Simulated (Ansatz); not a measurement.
CH6FInSi (`FC[SiH2][InH2]`). Charge 0, multiplicity 1. In takes the def2 core potential. The structure was optimised at the PBE0-D4/def2-TZVP level. It is one conformer, not always the lowest.

```xyz
10

F     0.278   -0.596    1.539
C     0.165    0.779    1.201
Si   -0.149    0.877   -0.688
In   -0.094   -1.679   -0.988
H     1.097    1.254    1.514
H    -0.654    1.180    1.801
H    -1.435    1.586   -0.937
H     0.930    1.682   -1.326
H    -1.542   -2.602   -0.815
H     1.402   -2.482   -1.300
```

(1) What is the dipole moment at PBE/def2-TZVPP? (An estimate is asked.)

(2) And with r2SCAN, B3LYP, ωB97M-V? (An estimate is asked.)

(3) Give the Mulliken charges with PBE, r2SCAN, B3LYP in def2-TZVPP. (Estimate.)

## Answers

(1) Ansatz gave: 1.46 D, with components (-0.05, 1.45, 0.07) D in this frame, pointing from negative to positive charge.

(2) Ansatz gave: r2SCAN 1.55 D, B3LYP 1.63 D, ωB97M-V 1.60 D.

(3) Ansatz gave: 
| atom | PBE | r2SCAN | B3LYP |
| --- | --- | --- | --- |
| F1 | -0.22 | -0.25 | -0.27 |
| C2 | -0.04 | 0.02 | -0.05 |
| Si3 | -0.05 | 0.04 | 0.03 |
| In4 | 0.47 | 0.47 | 0.48 |
| H5 | 0.11 | 0.08 | 0.11 |
| H6 | 0.11 | 0.08 | 0.11 |
| H7 | -0.05 | -0.07 | -0.06 |
| H8 | -0.05 | -0.07 | -0.06 |
| H9 | -0.13 | -0.15 | -0.15 |
| H10 | -0.13 | -0.15 | -0.15 |

B3LYP here is the variant with VWN-RPA as its local correlation; programs differ in this.
